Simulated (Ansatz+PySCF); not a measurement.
**singlet BeO: levels of theory in one basis**

```xyz
2

Be    0.0000    0.0000   -1.3385
O     0.0000    0.0000    0.6692
```

Basis set: STO-3G (spherical functions). Correlated methods keep 1 orbital frozen. Charge 0, multiplicity 1.

Computed with Ansatz (development build ahead of 0.2.0); each method stands on the lowest determinant of its kind that the runs found. NEVPT2 correlates all electrons. Active spaces start from the frontier orbitals, and the lowest solution found is given.

| method | E − E(RHF) (eV) | <S²> of the determinant |
| --- | --- | --- |
| RHF | 0.00 | 0.00 |
| UHF | -3.07 | 1.11 |
| UHF-MP2 | -3.86 | 1.11 |
| RHF-CCSD | -3.91 | – |
| RHF-CCSD(T) | -4.19 | – |
| UHF-CCSD(T) | -5.05 | 1.11 |
| RHF-CCSDT(Q) | -4.81 | – |
| UHF-CCSDT(Q) | -5.36 | 1.11 |
| full CI (lowest root of this spin) | -4.79 | – |
| CASSCF(8,8) | -4.78 | – |
| SC-NEVPT2(8,8) | -4.79 | – |

**Question.** What does RHF-MP2 give on the same scale?

**Answer.** -1.44 eV.

Unrestricted totals that lie under full CI have fallen onto a higher spin multiplicity. At such a shape the full CI root can have another spatial symmetry than the determinants, so the rows needn't describe one state.

**Question.** Is a single determinant a sound starting point here?

**Answer.** It is doubtful. Unrestricted orbitals lower Hartree–Fock by 3.07 eV and <S²> is 1.11 where a pure state has 0.00, a sign of strong static correlation. The CASSCF(8,8) natural occupations are 2.00, 1.89, 1.89, 1.00, 1.00, 0.11, 0.10, 0.01.

Caution: another spin multiplicity may lie lower. Caution for RHF, RHF-MP2, RHF-CCSD, RHF-CCSD(T), RHF-CCSDT(Q): an unrestricted determinant lies well below. Caution for UHF, UHF-MP2, UHF-CCSD(T), UHF-CCSDT(Q): the unrestricted determinant is a mixture of spin states. Caution for RHF-MP2, RHF-CCSD, RHF-CCSD(T), RHF-CCSDT(Q): large share of triples, a single reference is doubtful. Caution for UHF-MP2, UHF-CCSD(T), UHF-CCSDT(Q): large amplitudes, a single reference is doubtful; a plain start can end on a higher determinant. Caution for RHF-CCSD(T): the program finds a lower state of this spin. Caution for RHF-CCSD(T), UHF-CCSD(T): the program doubts this total. Caution for UHF-CCSDT(Q): the amplitudes may be one of several solutions. Caution for CASSCF(8,8): other starts end on other solutions of this active space.
